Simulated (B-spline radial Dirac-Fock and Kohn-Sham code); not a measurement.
**K-line shifts caused by a second vacancy in In⁴⁺**

System: In⁴⁺, configuration [Kr] 4d9.

The run's input, task.json:

```json
{"items": [{
  "Z": 49,
  "q": 4,
  "cfg": [[1, 0, 2], [2, 0, 2], [2, 1, 6], [3, 0, 2], [3, 1, 6], [3, 2, 10], [4, 0, 2], [4, 1, 6], [4, 2, 9]],
  "A": 115,
  "rrms": 4.6156,
  "do": ["binding", "quiet", "double"]
}]}
```

Launch: `python xray_run.py task.json out`

The computed values come from an atomic code on a B-spline grid: Dirac-Fock ΔSCF + Breit + QED. Each two-hole energy is an average over J within one jj subconfiguration, not an observable level; in light atoms, where LS coupling holds, the j-resolved values are not observed lines, and for a K spectator the Kα1 hypersatellite is nearly forbidden. The model has no electron correlation.

Lines without a spectator: Kα2 (K-L2) 24000.1 eV, Kα1 (K-L3) 24208.1 eV, Kβ3 (K-M2) 27234.1 eV, Kβ1 (K-M3) 27272.6 eV. Shifts in eV with one spectator hole (a dash: not computed, or left out as unreliable):

```tsv
spectator hole	Kα2	Kα1	Kβ3	Kβ1
L2 (2p1/2)	+61.8	+77.9	–	+165.1
L3 (2p3/2)	+60.7	+60.8	+146.6	–
M2 (3p1/2)	–	+8.95	+20.09	+24.40
M3 (3p3/2)	+6.66	–	+20.78	+20.22
M4 (3d3/2)	+1.21	-1.36	–	–
```

Q: Where does the K-L3 hypersatellite lie, emitted when both K electrons are missing?

A: +579.6 eV from the normal line, at 24787.8 eV. Removing both K electrons costs 56785.7 eV, which is 785.0 eV more than twice the K binding energy.

With n spectator holes in 2p, averaged over the 2p shell (energies in eV):

```
n     KαLⁿ   step  hypersatellite KαʰLⁿ
0  24138.7      –               24712.7
1  24204.2  +65.4               24779.6
2  24270.9  +66.7               24847.7
3  24338.9  +68.0               24917.1
4  24408.1  +69.2               24987.8
5  24478.6  +70.5               25059.8
```

Run: 73 s of CPU time on 1 thread of AMD EPYC 7571 (shared host), peak memory 0.42 GiB.
